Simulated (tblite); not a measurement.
Problem. Write a Z-matrix for `COC[SiH2][SiH2]C(C)=O` as optimised with GFN2-xTB.

Solution. 
Z-matrix in Å and degrees, rows numbered from 1:
```
C 
O   1  1.4028
C   2  1.4198  1  113.51
Si  3  1.9102  2  103.31  1  -170.99
Si  4  2.3126  3  101.76  2    38.92
C   5  1.9283  4  106.24  3    24.81
C   6  1.5028  5  118.37  4  -131.55
O   6  1.2117  5  119.35  4    47.29
H   1  1.0971  2  110.86  3    63.30
H   1  1.0892  2  107.20  3  -177.09
H   1  1.0968  2  111.10  3   -57.75
H   3  1.0971  2  109.83  1   -51.91
H   3  1.0970  2  110.03  1    66.01
H   4  1.4699  3  108.20  2   -81.15
H   4  1.4697  3  108.18  2   164.54
H   5  1.4710  4  114.73  3   140.60
H   5  1.4702  4  117.40  3   -94.15
H   7  1.0877  6  108.37  5    58.20
H   7  1.0884  6  108.90  5   -58.91
H   7  1.0885  6  111.47  5   179.45
```

Si4 (SiH2 silicon) is distorted tetrahedral (angles from 101.8° to 118.6°). The C–O distances run from 1.212 Å (C6=O8, drawn double) to 1.420 Å (O2–C3, drawn single), a spread of 0.208 Å. Of the pairs four or more bonds apart, O2···C6 is among the closest relative to their van der Waals radii: 2.88 Å, 90 % of the sum of Bondi's values. Si5 (SiH2 silicon) is distorted tetrahedral (angles from 105.2° to 117.4°).

Computed geometry: GFN2-xTB, gas phase.

Point group: C1 (no symmetry element, even within 0.4 Å). Its lowest GFN2-xTB frequency is 4 cm⁻¹, too small to tell a flat minimum from a shallow saddle. The numbers are those of one conformer (C1–O2–C3–Si4 -171°, O2–C3–Si4–Si5 39°, C3–Si4–Si5–C6 25°, Si4–Si5–C6–C7 -132°). 3 starts were optimised and ended at 0.00, 4.19 and 4.47 kcal/mol (GFN2-xTB); the lowest of these is shown.
